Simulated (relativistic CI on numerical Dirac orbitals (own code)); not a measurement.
A reference radial Dirac CI calculation of Pm XXXVIII gave the lowest total energy -9048.90255 Ha in 20 SCF steps, from this input:

```
atom Pm  Z=61  charge=37  electrons=24
nucleus A=145  rms_radius_fm=4.9620
hamiltonian dirac-coulomb  breit=on  qed=on  c_scale=1
orbitals kli  potential=per-configuration
slater_scale 1
correlation none
mixing on
grid step=0.0125 r_max=3.3
scf mixing=0.4 start=green max_iterations=150 tolerance=2e-08 node_fill=0.05
configurations
  [Ar] 3d6
  [Ne] 3s2 3p5 3d7
end
```

One setting was then changed (and the iteration limit cut to 82), and the output read:

```
error: configuration [Ar] 3d6 has 24 electrons, the ion has 23
end: refused
```

Which setting was changed?
A. start potential
B. charge
C. Breit term
D. SCF tolerance

B. The charge 38. This setting is bad on purpose; its numbers may not be properties of the ion.
